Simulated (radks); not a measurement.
Spin polarisation of the 3p5 shell in neutral chlorine. Start: [Ne] 3s2 3p(up 2.5, down 2.5); electrons of 3p are moved from spin down to spin up, other shells keep equal spins. Method: scalar-relativistic Kohn-Sham, PBE, spin-polarised, spherical densities, finite nucleus; Fermi nuclear charge, rms radius of each element as measured or else 0.836 A^(1/3) + 0.57 fm; computed with a radial shooting solver on a logarithmic mesh with Libxc functionals.

| moment (Bohr magnetons) | E - E(0) (eV) | e(3p up) (eV) | e(3p down) (eV) | 3s down minus up (eV) |
|---|---|---|---|---|
| 0 | 0.000 | -8.595 | -8.595 | 0.000 |
| 0.25 | -0.014 | -8.702 | -8.484 | 0.242 |
| 0.5 | -0.055 | -8.805 | -8.367 | 0.484 |
| 0.75 | -0.123 | -8.903 | -8.246 | 0.726 |
| 1 | -0.219 | -8.996 | -8.119 | 0.969 |

At moment 1 the spin-polarisation energy is -0.219 eV and the 3p exchange splitting 0.877 eV, that is 0.877 eV per Bohr magneton; E = -I m^2/4 would give I = 0.876 eV.
